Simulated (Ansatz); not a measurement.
Compare A (`O[SiH](F)CS`) with its isomer B (`CO[SiH](F)S`).

Program: Ansatz. Geometries: PBE0-D4/def2-TZVP. ΔE: electronic, gas phase. CBS: MP2 limit from def2 TZ/QZ plus the TZ coupled-cluster correction, frozen cores. Functionals use def2-TZVPP. B3LYP here is the variant with VWN-RPA as its local correlation; programs differ in this. Each species was taken in one conformer, which may not be the lowest.

A:

```xyz
10

O    -1.0254   -1.4980   -0.3508
Si    0.3699   -0.7265   -0.6853
F     0.3515   -0.1569   -2.1777
C     0.6351    0.7484    0.4324
S    -0.9301    1.6202    0.7610
H    -1.8102   -0.9440   -0.3136
H     1.4405   -1.7396   -0.5969
H     1.1237    0.4943    1.3747
H     1.2748    1.4782   -0.0706
H    -1.4297    0.7239    1.6268
```

B:

```xyz
10

C     1.214   -0.671   -0.875
O    -0.038   -0.619   -0.217
Si   -0.736    0.745    0.318
F     0.336    1.532    1.201
S    -2.451    0.226    1.430
H     1.429   -1.716   -1.103
H     1.193   -0.106   -1.812
H     2.012   -0.276   -0.239
H    -1.138    1.668   -0.763
H    -1.822   -0.783    2.059
```

Q: Which is lower in electronic energy at CCSD(T)/CBS, and by how much? (Estimate.)

A: Ansatz gave: B, by 15.0 kJ/mol.

Q: Give E(B) − E(A) in kJ/mol with ωB97M-V, CCSD/def2-TZVPP, r2SCAN-D4, HF/def2-TZVPP, PBE0-D4, PBE-D4, B3LYP-D4. (Estimate.)

A: Ansatz gave: ωB97M-V -16.7, CCSD/def2-TZVPP -18.9, r2SCAN-D4 -19.3, HF/def2-TZVPP -33.0, PBE0-D4 -17.2, PBE-D4 -16.3, B3LYP-D4 -21.1. None reverses the order clearly.

Largest T1 diagnostic: 0.012.

In def2-TZVPP, CCSD(T) changes the Hartree–Fock value by +15.8 kJ/mol (the triples alone add +1.6 kJ/mol) and MP2 by +18.6 kJ/mol.
